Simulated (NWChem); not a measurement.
System: silacyclobutane (C3H8Si); SMILES C1C[SiH2]C1

NWChem printed, in part:

```
             Northwest Computational Chemistry Package (NWChem) 7.3.0
             --------------------------------------------------------

 CS  symmetry detected

                             Geometry "geometry" -> ""
                             -------------------------

 Output coordinates in angstroms (scale by  1.889725989 to convert to a.u.)

  No.       Tag          Charge          X              Y              Z
 ---- ---------------- ---------- -------------- -------------- --------------
    1 C                    6.0000    -0.19622398    -1.32146761     0.00000000
    2 C                    6.0000     0.16124399    -0.39985539    -1.19819700
    3 Si                  14.0000    -0.05714170     1.05528349     0.00000000
    4 C                    6.0000     0.16124399    -0.39985539     1.19819700
    5 H                    1.0000     0.31141803    -2.30105616     0.00000000
    6 H                    1.0000    -1.27974612    -1.52559107     0.00000000
    7 H                    1.0000     1.21980948    -0.51186982    -1.48496900
    8 H                    1.0000    -0.45463313    -0.50605085    -2.10227400
    9 H                    1.0000    -1.44077406     1.62629599     0.00000000
   10 H                    1.0000     0.92114922     2.18929402     0.00000000
   11 H                    1.0000     1.21980948    -0.51186982     1.48496900
   12 H                    1.0000    -0.45463313    -0.50605085     2.10227400

 Effective nuclear repulsion energy (a.u.)     168.2299003797

      Symmetry information
      --------------------

 Group name             Cs
 Group number              2
 Group order               2
 No. of unique centers     9

                                 NWChem DFT Module
                                 -----------------

 Summary of "ao basis" -> "ao basis" (spherical)
 ------------------------------------------------------------------------------
       Tag                 Description            Shells   Functions and Types
 ---------------- ------------------------------  ------  ---------------------
 C                           6-31g*                  6       14   3s2p1d
 Si                          6-31g*                  8       18   4s3p1d
 H                           6-31g*                  2        2   2s

      Symmetry analysis of basis
      --------------------------

        a'         49
        a"         27

            General Information
            -------------------
          SCF calculation type: DFT
          Wavefunction type:  closed shell.
          No. of atoms     :    12
          No. of electrons :    40
           Alpha electrons :    20
            Beta electrons :    20
          Charge           :     0
          Spin multiplicity:     1
          Use of symmetry is: on ; symmetry adaption is: on
          Maximum number of iterations: 150
          AO basis - number of functions:    76
                     number of shells:    42
          Convergence on energy requested:  1.00D-06
          Convergence on density requested:  1.00D-05
          Convergence on gradient requested:  5.00D-04

              XC Information
              --------------
                         B3LYP Method XC Potential
                     Hartree-Fock (Exact) Exchange  0.200
                        Slater Exchange Functional  0.800 local
                    Becke 1988 Exchange Functional  0.720 non-local
              Lee-Yang-Parr Correlation Functional  0.810
                  VWN I RPA Correlation Functional  0.190 local

             Grid Information
             ----------------
          Grid used for XC integration:  medium
          Radial quadrature: Mura-Knowles
          Angular quadrature: Lebedev.
          Tag              B.-S. Rad. Rad. Pts. Rad. Cut. Ang. Pts.
          ---              ---------- --------- --------- ---------
          C                   0.70       49          10.0       434
          Si                  1.10       88           9.0       590
          H                   0.35       45          11.0       434
          Grid pruning is: on
          Number of quadrature shells:   456
          Spatial weights used:  Erf1

      Superposition of Atomic Density Guess
      -------------------------------------

 Sum of atomic energies:        -405.78393028

      Non-variational initial energy
      ------------------------------

 Total energy =    -408.326092
 1-e energy   =    -889.966905
 2-e energy   =     313.410913
 HOMO         =      -0.315523
 LUMO         =       0.051855

      Symmetry analysis of molecular orbitals - initial
      -------------------------------------------------

  Numbering of irreducible representations:

     1 a'          2 a"

  Orbital symmetries:

     1 a'          2 a'          3 a"          4 a'          5 a'
     6 a'          7 a'          8 a"          9 a'         10 a"
    11 a'         12 a'         13 a'         14 a'         15 a"
    16 a'         17 a"         18 a'         19 a"         20 a'
    21 a"         22 a'         23 a'         24 a'         25 a'
    26 a'         27 a'         28 a"         29 a"         30 a"

     ---------------------------------------------
      Total Density - Mulliken Population Analysis
     ---------------------------------------------

    Atom       Charge   Shell Charges
 -----------   ------   -------------------------------------------------------
    1 C    6     6.43   2.00  0.70  1.92  0.66  1.10  0.04
    2 C    6     6.73   2.00  0.72  2.03  0.69  1.27  0.03
    3 Si  14    13.41   2.00  2.00  5.97  0.98  1.59  0.29  0.44  0.14
    4 C    6     6.73   2.00  0.72  2.03  0.69  1.27  0.03
    5 H    1     0.78   0.47  0.31
    6 H    1     0.77   0.47  0.30
    7 H    1     0.76   0.46  0.30
    8 H    1     0.76   0.46  0.30
    9 H    1     1.07   0.47  0.59
   10 H    1     1.07   0.47  0.60
   11 H    1     0.76   0.46  0.30
   12 H    1     0.76   0.46  0.30

   convergence    iter        energy       DeltaE   RMS-Dens  Diis-err
 ---------------- ----- ----------------- --------- --------- ---------
 d= 0,ls=0.0,diis     1   -408.5644812014 -5.77D+02  7.42D-03  2.81D-01
 d= 0,ls=0.0,diis     2   -408.5964413159 -3.20D-02  3.04D-03  2.83D-02
 d= 0,ls=0.0,diis     3   -408.5970324241 -5.91D-04  1.46D-03  2.69D-02
 d= 0,ls=0.0,diis     4   -408.6006527640 -3.62D-03  2.12D-04  1.77D-04
 d= 0,ls=0.0,diis     5   -408.6006782222 -2.55D-05  5.79D-05  2.50D-05
  Resetting Diis
 d= 0,ls=0.0,diis     6   -408.6006813740 -3.15D-06  1.64D-05  1.90D-06
 d= 0,ls=0.0,diis     7   -408.6006816195 -2.45D-07  7.32D-06  1.11D-07

         Total DFT energy =     -408.600681619496
      One electron energy =     -894.155515525009
           Coulomb energy =      357.574445668086
    Exchange-Corr. energy =      -40.249512142244
 Nuclear repulsion energy =      168.229900379671

 Numeric. integr. density =       40.000000499134

                  Occupations of the irreducible representations
                  ----------------------------------------------

                     irrep           alpha         beta
                     --------     --------     --------
                     a'               14.0         14.0
                     a"                6.0          6.0

                       DFT Final Molecular Orbital Analysis
                       ------------------------------------

 Vector   18  Occ=2.000000D+00  E=-3.189624D-01  Symmetry=a'
              MO Center= -8.9D-02,  4.0D-01, -5.8D-15, r^2= 4.3D+00
   Bfn.  Coefficient  Atom+Function         Bfn.  Coefficient  Atom+Function
  ----- ------------  ---------------      ----- ------------  ---------------
    35      0.244962   3 Si px               70     -0.225727   9 H  s
    72      0.220826  10 H  s                 3      0.200962   1 C  px
    17     -0.182082   2 C  px               49     -0.182082   4 C  px
    69     -0.181179   9 H  s                71      0.181189  10 H  s
    64     -0.160287   6 H  s                63     -0.149527   6 H  s

 Vector   19  Occ=2.000000D+00  E=-2.857267D-01  Symmetry=a"
              MO Center=  7.4D-02,  5.1D-02,  3.3D-14, r^2= 2.6D+00
   Bfn.  Coefficient  Atom+Function         Bfn.  Coefficient  Atom+Function
  ----- ------------  ---------------      ----- ------------  ---------------
    37      0.362727   3 Si pz               18     -0.248818   2 C  py
    50      0.248818   4 C  py               19     -0.217147   2 C  pz
    51     -0.217147   4 C  pz               20     -0.165076   2 C  s
    52      0.165076   4 C  s                22     -0.157741   2 C  py
    54      0.157741   4 C  py               33     -0.153029   3 Si pz

 Vector   20  Occ=2.000000D+00  E=-2.740891D-01  Symmetry=a'
              MO Center=  7.2D-02, -6.4D-02, -3.8D-14, r^2= 3.4D+00
   Bfn.  Coefficient  Atom+Function         Bfn.  Coefficient  Atom+Function
  ----- ------------  ---------------      ----- ------------  ---------------
    36      0.313267   3 Si py               18     -0.277024   2 C  py
    50     -0.277024   4 C  py                4      0.256433   1 C  py
    62     -0.178394   5 H  s                72      0.179210  10 H  s
    22     -0.172481   2 C  py               54     -0.172481   4 C  py
    61     -0.161877   5 H  s                 8      0.157083   1 C  py

 Vector   21  Occ=0.000000D+00  E= 2.499328D-02  Symmetry=a"
              MO Center= -7.9D-02,  1.2D+00,  1.4D-14, r^2= 4.3D+00
   Bfn.  Coefficient  Atom+Function         Bfn.  Coefficient  Atom+Function
  ----- ------------  ---------------      ----- ------------  ---------------
    41      1.062886   3 Si pz               20      0.711841   2 C  s
    52     -0.711841   4 C  s                37      0.306893   3 Si pz
    22      0.255098   2 C  py               54     -0.255098   4 C  py
     9      0.181326   1 C  pz               18      0.136008   2 C  py
    50     -0.136008   4 C  py               43      0.116847   3 Si d -1

[...]
```

Level: B3LYP/6-31G* (spherical d). Structure relaxed at the PBE0/def2-SVP level. B3LYP is NWChem's, with the RPA form of VWN correlation.

**Question.** Reconstruct the input file.

**Answer.** Several could match; the one computed here: the input that was run:
```
start job
memory heap 200 mb stack 900 mb global 1100 mb
geometry units angstroms noautoz
  C     -0.193860     1.339546     0.000000
  C      0.157989     0.415774    -1.198197
  Si    -0.069254    -1.038008     0.000000
  C      0.157989     0.415774     1.198197
  H      0.319738     2.316025     0.000000
  H     -1.276119     1.550264     0.000000
  H      1.217217     0.521340    -1.484969
  H     -0.457230     0.525718    -2.102274
  H     -1.456338    -1.600584     0.000000
  H      0.902113    -2.177955     0.000000
  H      1.217217     0.521340     1.484969
  H     -0.457230     0.525718     2.102274
end
basis spherical
  * library 6-31g*
end
dft
  xc b3lyp
  iterations 150
  mulliken
end
task dft energy
```
